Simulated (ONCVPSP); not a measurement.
# What the settings do to the ONCV potential of gold

Base potential:

ONCVPSP 4.0.1 input, shortened (lines: element, Z, core and valence counts, functional; n l f; lmax; l rc ep ncon nbas qcut; lloc lpopt rc5 dvloc0; l nproj debl; icmod fcfact rcfact), PW91, scalar-relativistic:

```
  Au 79.00   10    3  -109134      upf
    1    0    2.00
    2    0    2.00
    2    1    6.00
    3    0    2.00
    3    1    6.00
    3    2   10.00
    4    0    2.00
    4    1    6.00
    4    2   10.00
    4    3   14.00
    5    0    2.00
    5    1    6.00
    5    2    9.00
    2
    0    1.45    0.00    4    7   10.30
    1    1.80    0.00    4    7    8.80
    2    1.60    0.00    4    8    8.80
    4    5    1.25   -1.00
    0    3    3.30
    1    2    1.70
    2    1    2.20
    2    0.55    0.90
```

In the s channel the program set the typed energies aside and used -4.783, 0.050, 3.350 Ha. In the p channel the program set the typed energies aside and used -2.991, 0.250 Ha.

All-electron outer shells of the reference configuration (PW91, scalar-relativistic, ld1.x):

```json
{"shell": "4f", "level (eV)": "-102.97", "outermost node (bohr)": "–", "outermost maximum (bohr)": "0.37"}
{"shell": "5p", "level (eV)": "-81.39", "outermost node (bohr)": "0.52", "outermost maximum (bohr)": "0.96"}
{"shell": "5d", "level (eV)": "-27.41", "outermost node (bohr)": "0.56", "outermost maximum (bohr)": "1.20"}
```

Cutoffs, loose and tight: the cutoffs (Ha) at which the residual kinetic energy of the hardest occupied pseudo-wave falls to 1 and 0.1 mHa per electron. They do not see the model core or the augmentation charge, which bear on the density cutoff. Test errors are all-electron minus pseudo excitation energies from the reference, over the configurations 5s2 5p6 5d10 6s1; 5s2 5p6 5d10; 5s2 5p6 5d8; 5s2 5p6 5d7. A dash means not determined; rows that change the core or the reference have their own tests.

```csv
change,outcome,"cutoff, loose","cutoff, tight",bound ghosts,GHOST(+) flags above zero,largest test error (meV)
base,"generated, projector energies reset by the program",34 Ha,40 Ha,none,s,+9.9
"d: ncon 3, nbas 7","generated, projector energies reset by the program",34 Ha,40 Ha,none,s,+10.0
"local potential polynomial inside 1.25 bohr (lpopt 5, dvloc0 0.5 Ha)","generated, projector energies reset by the program",34 Ha,40 Ha,none,s,+9.7
"d: rc 1.45, qcut 9.7","generated, projector energies reset by the program",34 Ha,40 Ha,none,s,+9.6
p: qcut 11.6,"generated, projector energies reset by the program",34 Ha,40 Ha,none,s,+9.8
```

**Question.** What comes out with this change to the base: s: qcut 10.6; p: qcut 9; d: qcut 9?

**Answer.** outcome: generated, projector energies reset by the program; cutoff, loose: 36 Ha; cutoff, tight: 42 Ha; bound ghosts: none; GHOST(+) flags above zero: s; largest test error (meV): +10.0.

**Question.** What comes out with this change to the base: all radii but the core radius scaled by about 1.34 (s 1.94, p 2.42, d 2.14 bohr); local potential polynomial inside 1.68 bohr (lpopt 5, dvloc0 -1 Ha)?

**Answer.** outcome: generated, projector energies reset by the program; cutoff, loose: 23 Ha; cutoff, tight: 28 Ha; bound ghosts: none; GHOST(+) flags above zero: s; largest test error (meV): +9.4.
